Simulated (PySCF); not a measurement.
Q: Give a PBE0-D3(BJ)/def2-SVP geometry of `[NH2][Nb]([NH2])([NH2])=[Se]` (NbSe(NH2)3). (Singlet state.)

A: 
```
atom  x, y, z in Å
Nb1    0.0622    0.0434    0.4338
Se2    0.3464    0.3027    2.6976
N3     1.8000   -0.0615   -0.4742
H4     1.9929    0.3453   -1.3867
H5     2.6720   -0.3313   -0.0247
N6    -0.9349    1.5589   -0.3172
H7    -0.9943    2.4773    0.1173
H8    -1.6335    1.4822   -1.0530
N9    -0.9367   -1.6025    0.0506
H10   -0.7420   -2.2200   -0.7345
H11   -1.5340   -2.0801    0.7220
```

Any rigid rotation of these coordinates is as good. Atoms count from 1 in this order. N3 (nitrogen bonded to Nb and 2 H) is almost planar (angles 124.6°, 124.1° and 109.9°, sum 358.6°, 0.08 Å off the plane of its three neighbours). Nb1 (niobium bonded to 3 N and Se) is tetrahedral (angles from 108.3° to 110.7°). All 3 N–Nb bonds measure 1.963 Å.

Bonds between heavy atoms (Å): Nb1–Se2 2.296, Nb1–N3 1.963, Nb1–N6 1.963, Nb1–N9 1.963.

Method used: PySCF, PBE0-D3(BJ)/def2-SVP geometry optimisation, gas phase, def2 core potentials past Kr.

Point group: C3 (every atom within 0.08 Å of its image). Stationary, but not proved a minimum. Torsions: Se2–Nb1–N3–H -143° and 22°, Se2–Nb1–N6–H 23° and -142°, Se2–Nb1–N9–H -142° and 21°.
